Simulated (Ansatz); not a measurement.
Reaction (cleavage of the Si–Si bond): `F[SiH](F)[SiH](Cl)Cl` + `[CH3][AlH][OH]` → `[CH3][AlH][O][SiH](F)F` + dichlorosilane

Gas-phase electronic energies from Ansatz, PBE0-D4/def2-TZVP geometries. CCSD(T)/CBS is the MP2 limit (def2-TZVPP, def2-QZVPP) plus CCSD(T) − MP2 in def2-TZVPP, frozen cores. DFT in def2-TZVPP. B3LYP here is the variant with VWN-RPA as its local correlation; programs differ in this. Each species was taken in one conformer, which may not be the lowest.

```csv
level,ΔE (kcal/mol)
PBE0-D4,-36.9
PBE,-34.2
B3LYP,-40.8
HF/def2-TZVPP,-48.9
```

(1) What does CCSD(T)/CBS give? (Estimate.)

Largest T1 diagnostic among the species: 0.012.

Answers

(1) Computed: -41.5 kcal/mol. The listed levels differ from it by 4.6, 7.3, 0.7, -7.4 kcal/mol.

The D4 term adds +1.2 kcal/mol with B3LYP and +0.7 kcal/mol with PBE0; it sums over pairs of atoms, weighted by their polarisabilities, and B3LYP, whose exchange is more repulsive, gets the larger term. From PBE to PBE0 (25 % exact exchange), in def2-TZVPP and without D4, ΔE moves by −3.4 kcal/mol. In def2-TZVPP, CCSD(T) changes the Hartree–Fock value by +6.8 kcal/mol (the triples alone add +1.1 kcal/mol) and MP2 by +5.7 kcal/mol.
